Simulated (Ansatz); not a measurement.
`CC[C@@]12[C@H]3[C@H]4[C@H]5[C@@H]1[Hf]4532([NH2])([NH2])[F]`, relaxed with RKS PBE0-D4/def2-TZVP in Ansatz 0.2.0 from a GFN2-xTB geometry. The force threshold is 0.005 eV/Å; the program also tests the step.

The species carries charge 0 and has multiplicity 1. Hf: def2 effective core potential.

Start:

```xyz
24

C     0.894    1.863    1.421
C    -0.467    2.177    0.784
C    -0.913    1.043   -0.096
C    -0.630    0.888   -1.471
C    -1.233   -0.310   -1.915
C    -1.887   -0.905   -0.816
C    -1.681   -0.076    0.316
Hf    0.522   -0.912   -0.236
N     0.831   -2.667   -1.149
N     1.066   -1.440    1.622
F     2.119   -0.096   -0.854
H     1.652    1.739    0.645
H     0.828    0.945    2.013
H     1.207    2.677    2.073
H    -1.207    2.344    1.572
H    -0.390    3.095    0.194
H    -0.154    1.627   -2.102
H    -1.319   -0.630   -2.945
H    -2.550   -1.757   -0.862
H    -2.173   -0.182    1.273
H     1.740   -3.071   -0.903
H     0.864   -2.544   -2.167
H     2.089   -1.432    1.681
H     0.791   -2.378    1.921
```

(1) By how much does the energy fall, and how many steps does the optimiser take? (Best estimate.)

(2) Which bonds change most? (Best estimate.)

(3) Give the relaxed structure. (An estimate is asked.)

Results:

(1) The calculation gave: 0.90 eV, in 29 steps, 1 of them rejected.

(2) The calculation gave: C3–Hf8 from 2.429 to 2.529 Å; C4–Hf8 from 2.468 to 2.564 Å; C7–Hf8 from 2.420 to 2.497 Å; C5–Hf8 from 2.502 to 2.565 Å.

(3) Ansatz gave: 
```xyz
24

C     0.590    1.994    1.786
C    -0.285    2.285    0.575
C    -0.777    1.068   -0.147
C    -0.728    0.854   -1.544
C    -1.331   -0.386   -1.834
C    -1.766   -0.951   -0.616
C    -1.425   -0.058    0.423
Hf    0.753   -0.925   -0.438
N     0.805   -2.592   -1.613
N     1.307   -1.707    1.369
F     2.255    0.236   -0.823
H     1.527    1.517    1.486
H     0.085    1.337    2.498
H     0.846    2.917    2.310
H    -1.154    2.874    0.890
H     0.267    2.910   -0.132
H    -0.265    1.520   -2.257
H    -1.426   -0.830   -2.813
H    -2.257   -1.906   -0.497
H    -1.624   -0.210    1.474
H     1.621   -3.191   -1.608
H     0.161   -2.928   -2.310
H     1.776   -1.208    2.112
H     1.045   -2.621    1.709
```
